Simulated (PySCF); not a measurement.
## Calculated NMR parameters of CC(=O)[C@]1(F)[SiH2][Si@@H](F)[SiH2]1

| Quantity | Value |
| --- | --- |
| Formula | C3H8F2OSi3 |
| SMILES | CC(=O)[C@]1(F)[SiH2][Si@@H](F)[SiH2]1 |
| InChI | InChI=1S/C3H8F2OSi3/c1-2(6)3(4)7-9(5)8-3/h9H,7-8H2,1H3/t3-,9+ |
| Point group of the computed structure | Cs |
| Degrees of unsaturation | 2 |
| Carbon signals | 3 |
| Proton signals | 4 |

Structure with atom numbers: `[CH3:1][C:2](=[O:3])[C@:4]1([F:5])[SiH2:6][Si@@H:7]([F:8])[SiH2:9]1` (H(Xn): hydrogen on atom n). Ha(Si6), Ha(Si9) are cis to F8 on the ring; Hb(Si6), Hb(Si9) are trans to F8 on the ring.

- NMR shieldings at PBE0/pcSseg-1/GIAO
- geometry from GFN2-xTB
- program: PySCF
- rapidly exchanging positions averaged, relativity neglected, single conformer, no solvent

Referencing at the same level of theory: $^{1}$H, $^{13}$C, $^{29}$Si vs TMS; $^{19}$F against CFCl3; $^{17}$O against H2O.

```tsv
carbon	δC, type	δH (multiplicity)	HMBC from (2–3 bonds)	span of the C tensor (ppm)
C1	26.8, CH3	2.47 (s)	–	44
C2	230.9, C	–	Ha(Si6)/Ha(Si9), Hb(Si6)/Hb(Si9), H(C1)	239
C4	105.6, C	–	H(Si7), Ha(Si6)/Ha(Si9), Hb(Si6)/Hb(Si9), H(C1)	79
```

Other nuclei:
```tsv
atoms	nucleus	environment	δ (ppm)	σ (ppm)
H(Si7)	$^{1}$H	hydrogen on a silicon bonded to F, 2 Si, in a 4-membered ring	5.78	25.94
Ha(Si6)/Ha(Si9)	$^{1}$H	hydrogen on a silicon bonded to C, Si, in a 4-membered ring	5.09	26.63
Hb(Si6)/Hb(Si9)	$^{1}$H	hydrogen on a silicon bonded to C, Si, in a 4-membered ring	4.43	27.29
F8	$^{19}$F	fluorine bonded to Si	-168.3	339.2
F5	$^{19}$F	fluorine on an sp3 carbon	-219.1	390.0
Si7	$^{29}$Si	silicon bonded to F, 2 Si, H, in a 4-membered ring	-20.8	370.0
Si6/Si9	$^{29}$Si	silicon bonded to C, Si, 2 H, in a 4-membered ring	-27.3	376.5
O3	$^{17}$O	ketone oxygen	522.1	-186.0
```

Carbon types of the structure: 2 × C, 1 × CH3, leaving 5 H on heteroatoms. δC 230.9: ketone carbonyl carbon; the double bond to the heteroatom, with no lone-pair donor beside it, deshields it most. δC 105.6: fully substituted sp3 carbon bonded to F and 2 Si, α to a carbonyl; the inductive effect lowers its shielding. δC 26.8: methyl carbon α to a carbonyl; the adjacent C=O deshields it moderately. δH 5.09, 4.43: hydrogen on a silicon bonded to C, Si, in a 4-membered ring. δH 2.47: hydrogen on a methyl carbon α to a carbonyl; α to C=O.

Splittings by $^{19}$F in the carbon and heteronuclear signals aren't shown, as no couplings were computed. Shifts are as computed. Against solution values, carbons near 30 ppm lie about +3 ppm off and those near 130 ppm about +5 ppm. Of 1309 compounds with measured shifts, 239 miss one by over three times the rms of a fit or turn the order of signals round; such compounds aren't used in these exercises. Unscaled 19F shifts against computed CFCl3 carry errors that often reach 10 to 50 ppm. Unscaled 17O shifts of doubly bonded oxygen tend to come out too high, by tens of ppm or more. Experimental scales use liquid or dissolved standards, which lie at an offset from isolated H2O (liquid H2O: subtract about 36 ppm). Multiplicities follow the n + 1 count of equivalent neighbours, as no J values were calculated; m marks all less simple cases, F and P coupling included.
